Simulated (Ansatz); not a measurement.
Ideal-gas functions of ClF2HOSW, SMILES `[OH][W]([F])([F])(=[S])[Cl]` at 500 K and 1 bar, from an Ansatz frequency run at PBE0-D4/def2-TZVP.

Molar mass 306.36 g/mol, point group C1 (symmetry number 1), electronic degeneracy 1, moments of inertia 287.313, 321.081, 420.126 u Å². Harmonic wavenumbers (cm⁻¹, unscaled): 66, 110, 171, 193, 214, 306, 318, 412, 522, 550, 598, 696, 742, 795, 3876.

Use S(trans) = R[1.5 ln M + 2.5 ln T − 1.1517]; rotational temperatures θ = 24.2544 K / I; S(rot) = R[ln(√π/σ · √(T³/θAθBθC)) + 1.5]; for each mode x = 1.438777 ν̃/T, S = R[x/(eˣ − 1) − ln(1 − e⁻ˣ)] and H = RT x/(eˣ − 1); 1 cm⁻¹ = 0.0119627 kJ/mol; R = 8.31446 J/(mol·K).

Problem. By hand: the entropy, in J/(mol·K).

Solution. Translation 191.0. Rotation: θ = 0.0844, 0.0755, 0.0577 K, giving 127.6. Vibration, mode by mode: 22.14, 17.91, 14.29, 13.31, 12.48, 9.64, 9.34, 7.37, 5.67, 5.31, 4.76, 3.80, 3.43, 3.04, 0.00, in all 132.5. Electronic 0.0. Sum 451.1 J/(mol·K).

Problem. By hand: H − E and G − E in kJ/mol, counted from the electronic energy.

Solution. Zero-point energy ½ × 9569 × 0.0119627 = 57.2; thermal vibration 32.6; translation, rotation and pV give 4 RT = 16.6. H − E = 106.4 kJ/mol, and G − E = 106.4 − 500 × 451.1/1000 = -119.2 kJ/mol.

Vibration gives 29 % of the entropy, 40.1 J/(mol·K) of it from the modes under 150 cm⁻¹: soft modes count most, and the harmonic formula is weakest for them. The sum counts one conformer and one mirror image; others add a mixing term.
